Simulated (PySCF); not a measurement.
Species: digermathiane, Ge2H6S.
Atom-mapped SMILES: `[GeH3:1][S:2][GeH3:3]` (hydrogens: H4, H5, H6 on Ge1; H7, H8, H9 on Ge3)

Level: wB97X-D/def2-SVPD in PySCF, non-relativistic, on one gas-phase PBE0-D3(BJ)/def2-SVP geometry that isn't relaxed in the solvent. The solvent is an IEF-PCM continuum (cavity from Bondi-type radii × 1.2), and excitations are vertical TDDFT with non-equilibrium linear response and a frozen core. The model holds no explicit solvent molecules, cavitation or dispersion. Spin–orbit coupling is left out although an atom past zinc is present.

Gas-phase singlets (H = HOMO, L = LUMO):

```
state  E (eV)  λ (nm)      f  leading configuration
   S1   5.692     218  0.022                H→L 90%
   S2   5.826     213  0.000              H→L+1 86%
   S3   6.576     189  0.000              H→L+3 55%
   S4   6.746     184  0.002              H→L+2 52%
   S5   7.277     170  0.002              H→L+4 65%
```

**Question.** Give the list for acetone (ε = 20.49), n² = 1.85.

**Answer.** 
| state | E (eV) | λ (nm) | f | leading configuration | change by rank (eV) |
| --- | --- | --- | --- | --- | --- |
| S1 | 5.826 | 213 | 0.033 | H→L 94% | +0.134 |
| S2 | 5.959 | 208 | 0.000 | H→L+1 87% | +0.133 |
| S3 | 6.804 | 182 | 0.000 | H→L+3 80% | +0.228 |
| S4 | 6.866 | 181 | 0.002 | H→L+2 77% | +0.120 |
| S5 | 7.325 | 169 | 0.170 | H-1→L 89% | +0.048 |

**Question.** Give the list for dimethylsulfoxide (ε = 46.83), n² = 2.19.

**Answer.** 
```tsv
state	E (eV)	λ (nm)	f	leading configuration	change by rank (eV)
S1	5.830	213	0.036	H→L 94%	+0.138
S2	5.963	208	0.000	H→L+1 87%	+0.137
S3	6.815	182	0.000	H→L+3 84%	+0.239
S4	6.865	181	0.003	H→L+2 81%	+0.119
S5	7.316	169	0.186	H-1→L 89%	+0.039
```

**Question.** The ground-state energy changes by -0.079 eV from gas to dimethylsulfoxide. By how much does the total energy of gas-phase S1 change?

**Answer.** E(S1) = E(S0) + excitation energy, so it changes by -0.079 + 0.138 = +0.059 eV: it isn't lowered at all, while the ground state is. This is the vertical state, with the slow part of the continuum still set for S0.

**Question.** How do the frontier levels move from gas to dimethylsulfoxide?

**Answer.** 
| orbital | gas (eV) | solvent (eV) | change (eV) |
| --- | --- | --- | --- |
| LUMO+2 | 1.57 | 1.70 | +0.13 |
| LUMO+1 | 1.39 | 1.50 | +0.11 |
| LUMO | 1.17 | 1.27 | +0.10 |
| HOMO | -9.02 | -9.10 | -0.08 |
| HOMO-1 | -10.45 | -10.47 | -0.02 |
| HOMO-2 | -11.02 | -10.92 | +0.10 |
| HOMO-3 | -11.67 | -11.51 | +0.16 |

The HOMO–LUMO gap goes from 10.19 to 10.37 eV.

wB97X-D is run here without its empirical dispersion term; that term would change no orbital, density or response property at a fixed geometry.
